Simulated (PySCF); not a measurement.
## Shifts of the heteroatoms

Atom-mapped SMILES (the numbers label the heavy atoms): `[F:1][C:2]1=[C:3]([F:4])[O:5][CH:6]=[CH:7][O:8]1`; H(Xn) means a hydrogen on atom n.

Averaged over atoms made equivalent by symmetry, fast rotation or ring inversion, relativity neglected, a single conformation, no solvent. GIAO PBE0/pcSseg-1 shieldings; GFN2-xTB geometry; PySCF.

Q: Predict the 19F NMR data.

A: 
```csv
atoms,environment,σ (ppm),δ (ppm)
F1/F4,vinylic fluorine,327.2,-149.3
```

Shieldings were converted by a linear fit to measured shifts: 19F (scatter 6.0 ppm rms, 7.0 ppm with the 5 outliers that the fit left out vs CFCl3, solution or neat liquid, with a term for F on sp3 carbon). Occasional misses reach two or three times the rms, and more in compound classes unlike the fitted ones.

On a 300 MHz spectrometer 19F resonates near 282.3 MHz, so 1 ppm is 282.3 Hz.

Q: Where does 17O resonate?

A: 
```json
{"atoms": "O5/O8", "environment": "ether oxygen", "σ (ppm)": "224.4", "δ (ppm)": "62.3"}
```

Shieldings were converted by a linear fit to measured shifts: 17O: δ = 266.70 − 0.911σ (rms 10.7 ppm, 155 shifts, 12.2 ppm with the 3 outliers that the fit left out vs liquid water, solution or neat liquid). Occasional misses reach two or three times the rms, and more in compound classes unlike the fitted ones.

On a 500 MHz spectrometer 17O resonates near 67.8 MHz, so 1 ppm is 67.8 Hz.
